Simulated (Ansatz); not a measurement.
`[NH2][Ge]([Cl])([Cl])[Cl]` + H₂S → `[SH][Ge]([Cl])([Cl])[Cl]` + NH₃ at 700 K and 1 bar (ligand exchange at a Ge–N bond).

Program: Ansatz. Geometries: PBE0-D4/def2-TZVP. ΔE: electronic, gas phase. CBS: MP2 limit from def2 TZ/QZ plus the TZ coupled-cluster correction, frozen cores. This one scheme is used for every species. For Ge outer-core shells are correlated without core-valence functions, which leaves a few kJ/mol of doubt a bond. Scalar relativity is left out up to krypton. One conformer a species, not always the lowest.

```csv
species,CCSD(T)/CBS energy (Eh),H − E (kJ/mol),S (J/(mol·K))
`[NH2][Ge]([Cl])([Cl])[Cl]`,-3511.50302,151.3,478.0
H₂S,-398.97279,64.8,236.9
`[SH][Ge]([Cl])([Cl])[Cl]`,-3853.97733,106.6,483.5
NH₃,-56.50880,116.9,226.5
```

H − E and S are ideal-gas, rigid-rotor, harmonic terms from PBE0-D4/def2-TZVP, for one conformer and one mirror image of each species. 1 Eh = 2625.50 kJ/mol, R = 8.31446 J/(mol·K).

Problem. By hand: ΔE, ΔH, ΔS and ΔG.

Solution. ΔE = (-3853.97733) + (-56.50880) − (-3511.50302) − (-398.97279) = -0.01032 Eh = -27.1 kJ/mol. Δ(H − E) = 106.6 + 116.9 − 151.3 − 64.8 = 7.4, so ΔH = -19.7 kJ/mol. ΔS = 483.5 + 226.5 − 478.0 − 236.9 = -4.9 J/(mol·K). ΔG = -19.7 − 700 × (-4.9)/1000 = -16.3 kJ/mol.

Problem. By hand: the equilibrium constant, and the temperature at which ΔG would vanish if ΔH and ΔS stayed fixed.

Solution. log₁₀ K = −ΔG/(RT ln 10) = 1.2. ΔG = 0 at ΔH/ΔS = 4020 K, far beyond where these terms or the molecules hold.

The number of gas molecules stays the same, so ΔS is small and ΔH decides. A doubt of 5 kJ/mol in ΔE shifts log₁₀ K by 0.4 here. Other conformers and mirror images would add mixing entropy, several J/(mol·K) or more a flexible species. These are equilibria of isolated gas molecules and say nothing of rates. Largest T1 diagnostic: 0.010 (customary marks: 0.02 for closed shells, 0.045 for open ones).
